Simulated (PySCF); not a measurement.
Calculation: PySCF 2.14.0 with PBE-D3(BJ)/def2-TZVP // PBE-D3(BJ)/def2-SVP. All species are isolated molecules in the gas phase. One relaxed conformer stands for a flexible species; it need not be the lowest. Delta-SCF ions had no search for a lower state. 

Reference species (SMILES): `[SiH3]c1c(S)cnc2ccccc12` (C–C–S–H torsion 180°) (neutral, multiplicity 1).

```
Quantity                                  Value
--------------------------------------  -------
vertical ionisation energy (Delta-SCF)  7.81 eV
HOMO–LUMO gap                           2.79 eV
```

Changed species: `c12c(nccc1)cc([SiH3])c(c2)S` (C–C–S–H torsion 179°).

Q: Give the shifts of the vertical ionisation energy (Delta-SCF) and HOMO–LUMO gap.

A: the vertical ionisation energy (Delta-SCF) hardly moves; the HOMO–LUMO gap increases by 0.05 eV, to 2.84 eV.
